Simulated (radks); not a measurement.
Results of a calculation; reference values are marked as such.
Q: Radial electron density D(r) = 4 pi r^2 rho(r) of an atom or ion with 56 electrons. Level of theory: scalar-relativistic Kohn-Sham, MS2 meta-GGA, spin-polarised, spherical densities, finite nucleus; meta-GGA in the generalised Kohn-Sham scheme; Fermi nuclear charge, rms radius of each element as measured or else 0.836 A^(1/3) + 0.57 fm (a radial shooting solver on a logarithmic mesh with Libxc functionals).

r (bohr),D(r) (e/bohr),spin D(r)
0.002142,9.653,0.000776
0.002493,12.20,0.000980
0.00288,15.15,0.00121
0.003352,18.88,0.00151
0.003903,23.32,0.00186
0.004543,28.51,0.00227
0.005289,34.43,0.00274
0.006108,40.64,0.00324
0.007111,47.66,0.00382
0.008279,54.86,0.00444
0.009638,61.82,0.00511
0.01113,67.70,0.00580
0.01296,72.59,0.00662
0.01508,75.58,0.00766
0.01756,76.34,0.00908
0.02044,74.92,0.0112
0.02361,72.14,0.0142
0.02749,68.87,0.0188
0.032,66.94,0.0250
0.03725,68.04,0.0326
0.04337,73.14,0.0405
0.05008,81.20,0.0461
0.0583,90.95,0.0470
0.06788,98.39,0.0397
0.07902,100.0,0.0239
0.09199,94.63,0.00427
0.1062,85.23,-0.00755
0.1237,76.11,0.000849
0.144,73.17,0.0399
0.1676,77.70,0.105
0.1951,84.68,0.179
0.2254,85.89,0.241
0.2623,76.17,0.313
0.3054,57.77,0.449
0.3556,40.08,0.712
0.4139,31.50,1.09
0.478,32.35,1.46
0.5565,36.25,1.71
0.6479,35.99,1.75
0.7542,29.66,1.68
0.878,20.85,1.66
1.014,14.15,1.74
1.18,10.19,1.82
1.374,8.286,1.75
1.6,6.780,1.47
1.848,5.067,1.09
2.151,3.213,0.759
2.504,1.809,0.585
2.915,1.006,0.517
3.394,0.6134,0.459
3.919,0.3990,0.359
4.563,0.2271,0.220
5.312,0.1028,0.102
6.184,0.03471,0.0346
7.199,0.008285,0.00828
8.314,0.001478,0.00148
9.679,0.0001553,0.000155

What is the nuclear charge?

A: Z = 58. The innermost maximum, from 1s, lies near gamma/Z bohr with gamma = sqrt(1 - (Z/c)^2) = 0.906, here 0.0156 bohr (found: 0.0171), and its height grows with Z. The density is that of the cerium ion Ce2+ in [Kr] 4d10 4f2 5s2 5p5 6s1; the configuration itself is not fixed sharply by these data, and Z only to a few units. D(r) has 4 maxima, at r = 0.0171, 0.0759, 0.215, 0.598 bohr, and minima at 0.0330, 0.141, 0.434 bohr, inside which lie 1.96, 11.13, 28.99 electrons.
